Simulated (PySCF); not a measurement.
Species: C₄H₁₁NS₂Si.
SMILES with atom numbers: `[CH3:1][N:2]([CH3:3])[SiH:4]1[S:5][CH2:6][CH2:7][S:8]1` (hydrogens: H9, H10, H11 on C1; H12, H13, H14 on C3; H15 on Si4; H16, H17 on C6; H18, H19 on C7)

Cartesian coordinates in Å at the PBE0-D3(BJ)/def2-SVP level; atoms count from 1:
```xyz
19
C4H11NS2Si angstrom
C     -2.412    0.179   -0.864
N     -1.302    0.500   -0.002
C     -1.587    0.387    1.407
Si     0.309    0.643   -0.592
S      1.312    2.202    0.497
C      2.863    1.292    0.829
C      2.600   -0.172    1.117
S      1.717   -0.968   -0.273
H     -2.136    0.316   -1.920
H     -2.756   -0.866   -0.737
H     -3.276    0.838   -0.656
H     -0.725    0.731    1.997
H     -1.823   -0.653    1.706
H     -2.450    1.019    1.685
H      0.165    0.837   -2.060
H      3.325    1.783    1.700
H      3.539    1.403   -0.033
H      2.021   -0.292    2.046
H      3.549   -0.719    1.233
```

Linear response at wB97X-D/def2-SVPD (PySCF, frozen core in the response, non-relativistic).

Static isotropic polarisability: 119.96 au (17.78 Å³), principal values 104.2, 116.1, 139.6 au.

(1) What is the polarisability at 1064 nm and at the sodium D line?

(2) What is the isotropic C6 coefficient between two such molecules, C6 = (3/π)∫α(iω)² dω?

(3) Which effective excitation energy ω̄ makes London's formula C6 = (3/4)α²ω̄ exact here?

(4) The lowest 6 singlets have (eV, f): 5.35, 0.001; 5.70, 0.001; 6.03, 0.009; 6.41, 0.079; 6.47, 0.038; 6.64, 0.022. What share of the static polarisability do they carry in the sum over states α = Σ f/ω²?

(5) What molar refraction at the D line follows from R = (4π/3)·N_A·α′, with α′ the polarisability volume?

(6) What n − 1 at the D line would an ideal gas of it have at 273.15 K and 1 atm (2.6868 × 10¹⁹ cm⁻³), by n − 1 = 2π·N·α′?

(7) What three-body coefficient follows from the one-pole estimate C9 = (3/4)·α·C6?

(8) How many electrons N does the Slater–Kirkwood formula C6 = (3/4)·√N·α^(3/2) need to give this C6?

(9) How anisotropic is the static polarisability, by Δα² = ½[(α1 − α2)² + (α2 − α3)² + (α3 − α1)²]?

## Answers

(1) 121.08 au at 1064 nm (+0.9 %), 123.71 au at 589.3 nm (+3.1 %). The rise at 589.3 nm is 3.37 times that at 1064 nm; a pure ω² law gives 3.26. The lowest singlet lies at 232 nm, shorter than both wavelengths.

(2) 5535 au (Eh·bohr⁶) by a ten-point quadrature over imaginary frequencies, which is 3310 eV·Å⁶ or 319 J·nm⁶/mol.

(3) ω̄ = 4·C6/(3α²) = 0.513 Eh = 14.0 eV. A one-pole form α(ω) = α/(1 − ω²/ω̄²) fitted to the 1064 nm value gives 12.2 eV.

(4) 2.69 au, 2.2 % of α; the largest term, 1.43 au, is that of the state at 6.41 eV. Their oscillator strengths add up to 0.15. Higher states carry the rest.

(5) α′ = 18.33 Å³ gives R = 46.24 cm³/mol, for isolated, non-vibrating species.

(6) 30.95 × 10⁻⁴, a formal value whether or not that pressure can be reached.

(7) 498000 au. This is an estimate from the two numbers above, not a computed integral.

(8) N = (4·C6/3)²/α³ = 31.5; the species has 88 electrons in all.

(9) Δα = 31.2 au, or 0.26 of the isotropic value.

On an Arm Neoverse N1 with one thread (shared host), this took 2.7 min and 1.3 GiB of memory at its peak. This is the whole response run at wB97X-D/def2-SVPD, SCF included.

One conformer stands for the species.

The pairwise dispersion term of wB97X-D wasn't added to the energies; at a given geometry it leaves orbitals and properties as they are.
